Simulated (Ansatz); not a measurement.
`O[SiH2]O[SiH2]Cl`. Total charge 0; spin multiplicity 1.

```xyz
10

O    -0.4917    1.2763    1.5575
Si   -0.4495   -0.3436    1.3402
O     0.4329   -0.7597    0.0173
Si    0.8005   -0.2733   -1.4818
Cl   -0.5666    1.1439   -2.0999
H    -0.9760    1.8032    0.9188
H     0.2269   -0.9040    2.5251
H    -1.8135   -0.8952    1.1517
H     2.1314    0.3664   -1.5148
H     0.7056   -1.4142   -2.4142
```

Task: Give the diagnostics of a CCSD(T)/def2-TZVPP run (frozen core, the Gaussian-basis code of Ansatz). (An estimate is asked.)

Result: The calculation gave: T1 = 0.0109, largest single amplitude 0.013, largest double 0.021, (T) share of the correlation energy 3.5 %, 8 CCSD cycles. The RHF solution is stable towards an unrestricted one. T1 lies under the customary mark of 0.02 for closed shells.
